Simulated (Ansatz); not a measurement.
`[OH][SnH]1[NH]C[O]1`, relaxed with RKS PBE0-D4/def2-TZVP in Ansatz 0.2.0 from a PBE-D4/def2-SVP geometry. The force threshold is 0.005 eV/Å; the program also tests the step.

Total charge 0; spin multiplicity 1. Sn: def2 effective core potential.

Start:

```xyz
10

O     0.917   -1.672   -1.862
Sn    0.927   -0.727   -0.102
N    -0.972   -0.239    0.604
C    -0.654    1.203    0.461
O     0.602    1.297   -0.201
H     0.146   -1.370   -2.383
H     2.335   -1.408    0.634
H    -1.240   -0.514    1.560
H    -0.628    1.724    1.452
H    -1.433    1.706   -0.164
```

Problem. How much energy does the relaxation release, and in how many steps? (Best estimate.)

Solution. The calculation gave: 0.13 eV, in 7 steps.

Problem. Which bonds change most? (An estimate is asked.)

Solution. Computed: Sn2–O5 from 2.052 to 1.990 Å; Sn2–N3 from 2.084 to 2.028 Å; O1–Sn2 from 1.998 to 1.949 Å.

Problem. Give the relaxed structure. (An estimate is asked.)

Solution. Ansatz gave: 
```xyz
10

O     0.882   -1.606   -1.830
Sn    0.911   -0.711   -0.099
N    -0.932   -0.255    0.616
C    -0.643    1.180    0.450
O     0.609    1.253   -0.210
H     0.133   -1.333   -2.368
H     2.278   -1.370    0.660
H    -1.225   -0.519    1.548
H    -0.605    1.706    1.414
H    -1.407    1.655   -0.180
```
